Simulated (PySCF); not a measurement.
From a log to its input

A PySCF 2.14 run on the atoms K 0 0 0; Br 0 0 2.898 (angstrom) printed this (some set-up lines and the per-cycle HOMO/LUMO lines with their warnings removed):

```
PySCF version 2.14.0


nuclear repulsion = 121.429553230435
point group symmetry = Coov
symmetry origin: [0.         0.         3.54953557]
symmetry axis x: [1. 0. 0.]
symmetry axis y: [0. 1. 0.]
symmetry axis z: [0. 0. 1.]
num. orbitals of irrep A1 = 22
num. orbitals of irrep E1x = 12
num. orbitals of irrep E1y = 12
num. orbitals of irrep E2x = 5
num. orbitals of irrep E2y = 5
number of shells = 22
number of NR pGTOs = 125
number of NR cGTOs = 56
basis = def2-svp
ecp = {}

******** <class 'pyscf.df.df_jk.DFSymAdaptedRHF'> ********
method = DFSymAdaptedRHF
initial guess = minao
damping factor = 0
level_shift factor = 0
DIIS = <class 'pyscf.scf.diis.CDIIS'>
SCF conv_tol = 1e-09
SCF max_cycles = 50
Freeze 0 electrons in irreps []
    54 free electrons in irreps A1 E1x E1y E2x E2y
Initial guess from minao.
******** <class 'pyscf.df.df.DF'> ********
auxbasis = def2-universal-jkfit
init E= -3169.92661839872
cycle= 1 E= -3171.24114618991  delta_E= -1.31  |g|= 0.267  |ddm|= 1.27
cycle= 2 E= -3171.26540440637  delta_E= -0.0243  |g|= 0.142  |ddm|= 0.678
cycle= 3 E= -3171.2677469107  delta_E= -0.00234  |g|= 0.0158  |ddm|= 0.13
cycle= 4 E= -3171.26780569973  delta_E= -5.88e-05  |g|= 0.00289  |ddm|= 0.0219
cycle= 5 E= -3171.26781353299  delta_E= -7.83e-06  |g|= 0.000549  |ddm|= 0.0105
cycle= 6 E= -3171.26781383588  delta_E= -3.03e-07  |g|= 0.00011  |ddm|= 0.00262
cycle= 7 E= -3171.26781384563  delta_E= -9.75e-09  |g|= 2.66e-05  |ddm|= 0.000435
cycle= 8 E= -3171.26781384623  delta_E= -5.94e-10  |g|= 4.88e-06  |ddm|= 0.000116
Extra cycle  E= -3171.26781384625  delta_E= -2.36e-11  |g|= 2.12e-06  |ddm|= 1.37e-05
converged SCF energy = -3171.26781384625

******** <class 'pyscf.mp.dfmp2.DFRMP2'> ********
nocc = 13, nmo = 42
frozen orbitals 14
E(DFRMP2) = -3171.5470294966  E_corr = -0.279215650349465
E(SCS-DFRMP2) = -3171.52499242993  E_corr = -0.257178583682152
E_corr(same-spin) = -0.0898617654660059
E_corr(oppo-spin) = -0.189353884883459
Dipole moment(X, Y, Z, Debye):  0.00000,  0.00000, -11.20746
orbital energies (hartree): [-0.3098 -0.2988 -0.2988 -0.0091  0.0591  0.0691]
```

**Question.** Write the input that gave this log.

**Answer.** The input was:

```python
from pyscf import gto, scf, mp

mol = gto.M(
    atom='K 0 0 0; Br 0 0 2.898',
    basis='def2-svp',
    charge=0,
    spin=0,
    symmetry=True,
    verbose=4,
)
mf = scf.RHF(mol)
mf = mf.density_fit(auxbasis='def2-universal-jkfit')
mf.kernel()
mp.MP2(mf, frozen=14).kernel()
mf.dip_moment()
print('orbital energies (hartree):', mf.mo_energy[..., max(0, mol.nelec[1]-3):mol.nelec[0]+3].round(4))
```

Stability towards an unrestricted solution was not tested. The bond length is a typed value, not an optimised one. No search for the lowest solution was made.
